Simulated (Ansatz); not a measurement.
Basis-set extrapolation for FH7OSi3 (`F[SiH]([SiH3])O[SiH3]`) (PBE0-D4/def2-TZVP geometry, frozen core, Ansatz 0.2.0). Multiplicity 1, RHF reference.

```tsv
	def2-TZVPP	def2-QZVPP
HF	-1045.451643	-1045.488587
MP2 correlation	-0.852655	-0.924699
CCSD(T) correlation	-0.938210	not run
```

Energies in hartree. Use E(X) = E(∞) + A·exp(−7.88·√X) for Hartree–Fock and E(X) = E(∞) + B·X^(−2.97) for correlation, with X = 3 and 4, and add CCSD(T) minus MP2 of the smaller set to the MP2 limit.

**Question.** What is the CCSD(T) energy at the basis-set limit?

**Answer.** HF limit: -1045.488587 + (-0.036944) × 0.13774 = -1045.49368. MP2 limit: -0.924699 + (-0.072044) × 0.74074 = -0.97806. Higher-order term: -0.938210 − (-0.852655) = -0.08555. Total: -1046.55729 hartree, 439.6 kJ/mol below CCSD(T)/def2-TZVPP.
